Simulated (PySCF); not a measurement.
## Correlation energy of Pb (lead, neutral)

[Xe] 4f14 5d10 6s2 6p2, high-spin 3P determinant. Calculation: PySCF 2.14, in aug-cc-pVDZ-PP with ECP60MDF (5s4p3d, 32 functions); scalar relativity through the core potential. Frozen: 5s2 5p6 5d10; 4 electrons correlated.

MP2 pair energies summed by pair of shells (mhartree):

```
 pair  energy  share (%)
6s-6p  -17.03       57.7
6s-6s   -9.48       32.1
6p-6p   -3.00       10.2
```

Total MP2 correlation energy: -29.51 mhartree.

Same-spin part -5.90 and opposite-spin part -23.61 mhartree; SCS-MP2 scales them by 1/3 and 6/5 to -30.30 mhartree.

```json
{"level": "CCSD", "correlation energy (mhartree)": "-40.32"}
{"level": "(T)", "correlation energy (mhartree)": "-0.49"}
{"level": "CCSD(T)", "correlation energy (mhartree)": "-40.81"}
```

Diagnostics: T1 = 0.0078, D1 = 0.0184, largest double amplitude 0.054.

Spin-orbit coupling is strong in this species (close to jj coupling), so the high-spin LS determinant is a model state, not a physical level.

Cost of the coupled-cluster step: 0.18 s of wall time on 1 thread of Neoverse-V1 (shared host), for 4 correlated electrons.

Iterations:

```
CC2 = 0
CCSD nocc = (np.int64(3), np.int64(1)), nmo = (23, 23)
frozen orbitals [[0, 1, 2, 3, 4, 5, 6, 7, 8], [0, 1, 2, 3, 4, 5, 6, 7, 8]]
max_cycle = 100
direct = 0
conv_tol = 1e-08
conv_tol_normt = 1e-06
diis_space = 8
diis_start_cycle = 0
Init t2, MP2 energy = -0.0295082734774121
Init E_corr(UCCSD) = -0.0295082734803661
cycle = 1  E_corr(UCCSD) = -0.0371419661680416  dE = -0.00763369269  norm(t1,t2) = 0.0424321
cycle = 2  E_corr(UCCSD) = -0.0392638819663848  dE = -0.0021219158  norm(t1,t2) = 0.0147157
cycle = 3  E_corr(UCCSD) = -0.0403254888107629  dE = -0.00106160684  norm(t1,t2) = 0.00600494
cycle = 4  E_corr(UCCSD) = -0.0403130294304428  dE = 1.24593803e-05  norm(t1,t2) = 0.0010784
cycle = 5  E_corr(UCCSD) = -0.0403195644351474  dE = -6.5350047e-06  norm(t1,t2) = 0.000153465
cycle = 6  E_corr(UCCSD) = -0.0403178068672513  dE = 1.7575679e-06  norm(t1,t2) = 2.55541e-05
cycle = 7  E_corr(UCCSD) = -0.0403185100112307  dE = -7.03143979e-07  norm(t1,t2) = 4.5607e-06
cycle = 8  E_corr(UCCSD) = -0.040318307293053  dE = 2.02718178e-07  norm(t1,t2) = 9.54618e-07
cycle = 9  E_corr(UCCSD) = -0.0403183550650264  dE = -4.77719734e-08  norm(t1,t2) = 2.21465e-07
cycle = 10  E_corr(UCCSD) = -0.0403183476730728  dE = 7.39195356e-09  norm(t1,t2) = 4.39044e-08
UCCSD converged
E(UCCSD) = -191.8731456808992  E_corr = -0.04031834767307281
UCCSD(T) correction = -0.000488312915177449
```

Spin-orbit coupling is strong in this species, so the high-spin LS determinant is a model state.
